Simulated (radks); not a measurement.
Problem. The table gives one normalised radial function P(r) = r R(r) of Tc26+ in [Ne] 3s2 3p5 (r in bohr). Method: scalar-relativistic Kohn-Sham, r2SCAN, spin-polarised, spherical densities, finite nucleus; open shells are filled with parallel spins first (spin-orbit coupling, left out, can overturn this in heavy ions); meta-GGA in the generalised Kohn-Sham scheme; Fermi nuclear charge, rms radius 4.4112 fm; computed with a radial shooting solver on a logarithmic mesh with Libxc functionals.

r         P
0.003154   0.0001
0.003914   0.0002
0.004897   0.0003
0.006078   0.0006
0.007604   0.0011
0.009437   0.0020
0.01181    0.0038
0.01465    0.0068
0.01833    0.0126
0.02275    0.0224
0.02846    0.0402
0.03533    0.0694
0.0442     0.1200
0.05485    0.1984
0.06862    0.3236
0.08517    0.4994
0.1066     0.7470
0.1322     1.0424
0.1654     1.3733
0.2053     1.6542
0.2569     1.8137
0.3188     1.7598
0.3989     1.4638
0.495      1.0200
0.6193     0.5533
0.7686     0.2311
0.9616     0.0650
1.193      0.0123

Which n and l does it have? It may be an empty orbital.

Solution. n = 3, l = 2: the number of nodes gives n - l - 1 = 0, the rise at small r (about r^(l+1), flatter next to the nucleus through relativity) gives l, and the extent must fit the shell. The curve is that of 3d down; the table hardly tells the two spins apart. 3d down (empty): eigenvalue -1257.9 eV, 0 radial nodes, <r> = 0.325 bohr, 90 % of the charge inside 0.497 bohr.
